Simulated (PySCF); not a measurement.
silacyclobutane (C3H8Si), SMILES C1C[SiH2]C1. The structure is a stationary point at PBE-D3(BJ)/def2-SVP.

These are PySCF with PBE-D3(BJ)/def2-SVP values and carry that method's errors.

Harmonic wavenumbers (cm⁻¹): 153, 394, 489, 525, 626, 653, 715, 781, 803, 870, 901, 925, 944, 953, 1036, 1106, 1167, 1196, 1242, 1361, 1381, 1416, 2138, 2153, 2968, 3000, 3000, 3023, 3075, 3075. Rotational constants (GHz): 8.738, 6.112, 4.155; symmetry number 1.

Problem. Work out the zero-point energy and the ideal-gas rigid-rotor harmonic-oscillator thermochemistry at 298.15 K and 1 atm.

Solution. ZPE = ½ Σ hcν = ½ × 42068 cm⁻¹ = 60.14 kcal/mol. H − E(el) = 63.97 kcal/mol. Entropy in cal/(mol K): translation 38.75, rotation 24.79, vibration 7.37, total 70.91. G − E(el) = 42.83 kcal/mol. Cp = 21.79 cal/(mol K).
